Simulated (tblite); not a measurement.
Record of a relaxation.

C2H10BNSi2.
Atom-mapped SMILES: `[NH2:1][BH:2][SiH:3]1[CH2:4][SiH2:5][CH2:6]1` (hydrogens: H7, H8 on N1; H9 on B2; H10 on Si3; H11, H12 on C4; H13, H14 on Si5; H15, H16 on C6)

Computed with GFN2-xTB (tblite), gas phase: L-BFGS steps from a force-field or distance-geometry start until the largest atomic force falls under 0.01 eV/Å. 5 of its 120 geometries are shown.

Step 0: E = -459.6455 eV, largest atomic force 2.222 eV/Å
```
atom  x, y, z in Å  |  force x, y, z in eV/Å
N1      3.105    0.181    0.407   -0.762   0.016  -1.098
B2      1.883   -0.135   -0.378    0.954  -1.215   1.568
Si3     0.205   -0.154    0.611    2.212  -0.189   0.093
C4     -0.901    1.306    0.248   -0.276   1.416   0.213
Si5    -2.344    0.109    0.233   -1.244   0.503  -0.691
C6     -1.111   -1.233   -0.153   -0.703  -1.571   0.460
H7      3.685    0.966    0.136    0.229  -0.837   0.231
H8      3.314   -0.336    1.254   -0.240   0.962  -0.252
H9      1.939   -0.901   -1.284    0.380   0.972  -0.589
H10     0.354   -0.364    2.051   -0.185  -0.053   0.293
H11    -0.686    1.713   -0.761   -0.199   0.214   0.900
H12    -0.928    2.059    1.055    0.058   0.069  -0.882
H13    -3.256    0.262   -0.899   -0.297   0.139   0.085
H14    -2.951    0.038    1.545   -0.183  -0.077   0.136
H15    -0.957   -1.351   -1.235   -0.166  -0.545   0.646
H16    -1.358   -2.151    0.426    0.422   0.197  -1.113
```

Step 30: E = -461.5182 eV, largest atomic force 0.078 eV/Å
```
atom  x, y, z in Å  |  force x, y, z in eV/Å
N1      3.149    0.159    0.374   -0.028   0.008  -0.002
B2      2.003   -0.166   -0.326    0.015   0.051   0.017
Si3     0.279   -0.238    0.588    0.025  -0.041  -0.031
C4     -0.905    1.274    0.309    0.052  -0.028   0.014
Si5    -2.418    0.123    0.171   -0.026  -0.046  -0.008
C6     -1.190   -1.319   -0.065   -0.006   0.004   0.007
H7      4.065    0.253   -0.036   -0.025  -0.015  -0.023
H8      3.161    0.350    1.363   -0.005  -0.027   0.021
H9      2.134   -0.332   -1.482    0.039  -0.036  -0.055
H10     0.329   -0.495    2.055   -0.001   0.055  -0.028
H11    -0.694    1.765   -0.640    0.018   0.049   0.048
H12    -0.930    2.049    1.069   -0.012  -0.017   0.002
H13    -3.359    0.387   -0.918   -0.028   0.012  -0.049
H14    -3.145    0.028    1.436   -0.068  -0.001   0.038
H15    -1.077   -1.591   -1.113    0.032  -0.003   0.037
H16    -1.410   -2.239    0.471    0.018   0.035   0.011
```

Step 60: E = -461.5424 eV, largest atomic force 0.066 eV/Å
```
atom  x, y, z in Å  |  force x, y, z in eV/Å
N1      3.136    0.119    0.323    0.018   0.011   0.007
B2      1.995   -0.144   -0.407    0.016  -0.030  -0.010
Si3     0.294   -0.183    0.553    0.029  -0.011   0.001
C4     -0.942    1.297    0.383   -0.051  -0.001  -0.003
Si5    -2.421    0.118    0.108   -0.010  -0.011  -0.006
C6     -1.171   -1.321   -0.002    0.064   0.014   0.008
H7      4.067    0.155   -0.060    0.014   0.012  -0.011
H8      3.125    0.300    1.313    0.032  -0.007   0.014
H9      2.158   -0.337   -1.556   -0.056   0.012   0.006
H10     0.456   -0.392    2.022   -0.020  -0.008  -0.016
H11    -0.745    1.946   -0.468    0.029  -0.011  -0.020
H12    -1.019    1.947    1.250   -0.004   0.001   0.021
H13    -3.216    0.361   -1.100   -0.004   0.007   0.017
H14    -3.300    0.028    1.276   -0.039   0.006  -0.017
H15    -1.052   -1.706   -1.013    0.001  -0.005   0.006
H16    -1.371   -2.179    0.633   -0.021   0.023   0.002
```

Step 89: E = -461.5624 eV, largest atomic force 0.045 eV/Å
```
atom  x, y, z in Å  |  force x, y, z in eV/Å
N1      3.156    0.036    0.169    0.014   0.017   0.012
B2      1.902   -0.067   -0.402    0.018   0.009   0.010
Si3     0.298   -0.116    0.716   -0.015  -0.021  -0.037
C4     -1.001    1.312    0.529    0.001  -0.016  -0.008
Si5    -2.366    0.107   -0.059    0.035   0.019   0.008
C6     -1.112   -1.319    0.149    0.007   0.018   0.007
H7      4.018    0.058   -0.354   -0.031  -0.001   0.007
H8      3.318    0.107    1.161   -0.019  -0.015  -0.020
H9      1.879   -0.138   -1.576   -0.002   0.011  -0.006
H10     0.518   -0.317    2.173    0.000  -0.010   0.019
H11    -0.735    2.083   -0.190   -0.006  -0.010  -0.006
H12    -1.236    1.827    1.457    0.005  -0.003  -0.001
H13    -2.808    0.325   -1.440   -0.009   0.006  -0.010
H14    -3.542    0.036    0.813   -0.002  -0.001  -0.002
H15    -0.896   -1.858   -0.772   -0.001  -0.003   0.024
H16    -1.400   -2.066    0.883    0.006   0.001   0.002
```

Step 119: E = -461.5652 eV, largest atomic force 0.006 eV/Å
```
atom  x, y, z in Å  |  force x, y, z in eV/Å
N1      3.144    0.024    0.142   -0.001  -0.002  -0.003
B2      1.881   -0.025   -0.414    0.003   0.003   0.004
Si3     0.301   -0.127    0.730    0.000   0.001   0.003
C4     -0.996    1.301    0.543   -0.001   0.000  -0.001
Si5    -2.343    0.105   -0.095   -0.003  -0.001  -0.001
C6     -1.119   -1.332    0.197    0.001  -0.001   0.001
H7      3.998    0.086   -0.390    0.000  -0.001   0.001
H8      3.318    0.003    1.134    0.001  -0.002   0.001
H9      1.835    0.011   -1.590    0.002   0.001  -0.006
H10     0.550   -0.326    2.184   -0.001   0.000  -0.001
H11    -0.717    2.087   -0.156   -0.002   0.001  -0.003
H12    -1.251    1.796    1.476   -0.002  -0.001   0.001
H13    -2.702    0.307   -1.503   -0.001   0.002   0.001
H14    -3.571    0.058    0.706    0.002   0.001   0.001
H15    -0.906   -1.934   -0.683    0.003   0.000   0.001
H16    -1.429   -2.024    0.975    0.000   0.001   0.000
```

Problem. Summarise the path.

Solution. The energy falls by 1.9198 eV from step 0 to step 119; nine tenths of that is first reached at step 12. It falls at every step. The largest force goes from 2.222 to 0.006 eV/Å. Among the bonds N1–B2 changes most, from 1.486 to 1.381 Å; the atoms move by 0.629 Å rms after alignment.

Problem. Follow the three bonds and two angles with the largest change from start to end.

Solution. 
```json
{"step": "0", "E above end (eV)": "1.9198", "largest force (eV/Å)": "2.222", "N1–B2 (Å)": "1.486", "Si3–C6 (Å)": "1.865", "Si3–C4 (Å)": "1.868", "H15–C6–H16 (°)": "117.0", "Si3–B2–H9 (°)": "114.9"}
{"step": "5", "E above end (eV)": "0.8327", "largest force (eV/Å)": "0.920", "N1–B2 (Å)": "1.398", "Si3–C6 (Å)": "1.927", "Si3–C4 (Å)": "1.976", "H15–C6–H16 (°)": "101.2", "Si3–B2–H9 (°)": "120.6"}
{"step": "10", "E above end (eV)": "0.3072", "largest force (eV/Å)": "0.742", "N1–B2 (Å)": "1.394", "Si3–C6 (Å)": "1.933", "Si3–C4 (Å)": "1.978", "H15–C6–H16 (°)": "111.2", "Si3–B2–H9 (°)": "123.3"}
{"step": "16", "E above end (eV)": "0.1000", "largest force (eV/Å)": "0.247", "N1–B2 (Å)": "1.380", "Si3–C6 (Å)": "1.921", "Si3–C4 (Å)": "1.929", "H15–C6–H16 (°)": "106.0", "Si3–B2–H9 (°)": "126.4"}
{"step": "21", "E above end (eV)": "0.0648", "largest force (eV/Å)": "0.114", "N1–B2 (Å)": "1.381", "Si3–C6 (Å)": "1.938", "Si3–C4 (Å)": "1.936", "H15–C6–H16 (°)": "106.4", "Si3–B2–H9 (°)": "123.6"}
{"step": "26", "E above end (eV)": "0.0543", "largest force (eV/Å)": "0.121", "N1–B2 (Å)": "1.380", "Si3–C6 (Å)": "1.935", "Si3–C4 (Å)": "1.937", "H15–C6–H16 (°)": "106.6", "Si3–B2–H9 (°)": "123.0"}
{"step": "31", "E above end (eV)": "0.0459", "largest force (eV/Å)": "0.073", "N1–B2 (Å)": "1.380", "Si3–C6 (Å)": "1.938", "Si3–C4 (Å)": "1.940", "H15–C6–H16 (°)": "106.6", "Si3–B2–H9 (°)": "123.7"}
{"step": "36", "E above end (eV)": "0.0402", "largest force (eV/Å)": "0.082", "N1–B2 (Å)": "1.381", "Si3–C6 (Å)": "1.932", "Si3–C4 (Å)": "1.941", "H15–C6–H16 (°)": "106.7", "Si3–B2–H9 (°)": "124.9"}
{"step": "41", "E above end (eV)": "0.0330", "largest force (eV/Å)": "0.073", "N1–B2 (Å)": "1.381", "Si3–C6 (Å)": "1.936", "Si3–C4 (Å)": "1.937", "H15–C6–H16 (°)": "106.5", "Si3–B2–H9 (°)": "125.8"}
{"step": "47", "E above end (eV)": "0.0286", "largest force (eV/Å)": "0.055", "N1–B2 (Å)": "1.381", "Si3–C6 (Å)": "1.936", "Si3–C4 (Å)": "1.941", "H15–C6–H16 (°)": "106.4", "Si3–B2–H9 (°)": "125.6"}
{"step": "52", "E above end (eV)": "0.0268", "largest force (eV/Å)": "0.070", "N1–B2 (Å)": "1.381", "Si3–C6 (Å)": "1.937", "Si3–C4 (Å)": "1.938", "H15–C6–H16 (°)": "106.5", "Si3–B2–H9 (°)": "125.5"}
{"step": "57", "E above end (eV)": "0.0246", "largest force (eV/Å)": "0.062", "N1–B2 (Å)": "1.380", "Si3–C6 (Å)": "1.934", "Si3–C4 (Å)": "1.938", "H15–C6–H16 (°)": "106.6", "Si3–B2–H9 (°)": "126.0"}
{"step": "62", "E above end (eV)": "0.0217", "largest force (eV/Å)": "0.058", "N1–B2 (Å)": "1.380", "Si3–C6 (Å)": "1.935", "Si3–C4 (Å)": "1.940", "H15–C6–H16 (°)": "106.3", "Si3–B2–H9 (°)": "126.7"}
{"step": "67", "E above end (eV)": "0.0171", "largest force (eV/Å)": "0.072", "N1–B2 (Å)": "1.380", "Si3–C6 (Å)": "1.934", "Si3–C4 (Å)": "1.936", "H15–C6–H16 (°)": "106.5", "Si3–B2–H9 (°)": "125.6"}
{"step": "72", "E above end (eV)": "0.0122", "largest force (eV/Å)": "0.067", "N1–B2 (Å)": "1.381", "Si3–C6 (Å)": "1.930", "Si3–C4 (Å)": "1.940", "H15–C6–H16 (°)": "106.5", "Si3–B2–H9 (°)": "124.5"}
{"step": "78", "E above end (eV)": "0.0058", "largest force (eV/Å)": "0.054", "N1–B2 (Å)": "1.380", "Si3–C6 (Å)": "1.936", "Si3–C4 (Å)": "1.937", "H15–C6–H16 (°)": "106.5", "Si3–B2–H9 (°)": "123.9"}
{"step": "83", "E above end (eV)": "0.0038", "largest force (eV/Å)": "0.042", "N1–B2 (Å)": "1.381", "Si3–C6 (Å)": "1.936", "Si3–C4 (Å)": "1.941", "H15–C6–H16 (°)": "106.3", "Si3–B2–H9 (°)": "123.3"}
{"step": "88", "E above end (eV)": "0.0031", "largest force (eV/Å)": "0.035", "N1–B2 (Å)": "1.381", "Si3–C6 (Å)": "1.939", "Si3–C4 (Å)": "1.939", "H15–C6–H16 (°)": "106.4", "Si3–B2–H9 (°)": "123.5"}
{"step": "93", "E above end (eV)": "0.0021", "largest force (eV/Å)": "0.022", "N1–B2 (Å)": "1.381", "Si3–C6 (Å)": "1.936", "Si3–C4 (Å)": "1.939", "H15–C6–H16 (°)": "106.6", "Si3–B2–H9 (°)": "123.5"}
{"step": "98", "E above end (eV)": "0.0015", "largest force (eV/Å)": "0.029", "N1–B2 (Å)": "1.380", "Si3–C6 (Å)": "1.937", "Si3–C4 (Å)": "1.939", "H15–C6–H16 (°)": "106.3", "Si3–B2–H9 (°)": "123.2"}
{"step": "103", "E above end (eV)": "0.0010", "largest force (eV/Å)": "0.024", "N1–B2 (Å)": "1.380", "Si3–C6 (Å)": "1.936", "Si3–C4 (Å)": "1.938", "H15–C6–H16 (°)": "106.5", "Si3–B2–H9 (°)": "123.5"}
{"step": "109", "E above end (eV)": "0.0003", "largest force (eV/Å)": "0.020", "N1–B2 (Å)": "1.380", "Si3–C6 (Å)": "1.937", "Si3–C4 (Å)": "1.938", "H15–C6–H16 (°)": "106.5", "Si3–B2–H9 (°)": "123.7"}
{"step": "114", "E above end (eV)": "0.0002", "largest force (eV/Å)": "0.013", "N1–B2 (Å)": "1.381", "Si3–C6 (Å)": "1.937", "Si3–C4 (Å)": "1.938", "H15–C6–H16 (°)": "106.4", "Si3–B2–H9 (°)": "123.8"}
{"step": "119", "E above end (eV)": "0.0000", "largest force (eV/Å)": "0.006", "N1–B2 (Å)": "1.381", "Si3–C6 (Å)": "1.937", "Si3–C4 (Å)": "1.938", "H15–C6–H16 (°)": "106.4", "Si3–B2–H9 (°)": "123.7"}
```

The cost below is that of the whole relaxation. On one thread, AMD EPYC 7R13 (x86_64), no GPU, on a shared host, this took 0.82 s wall.
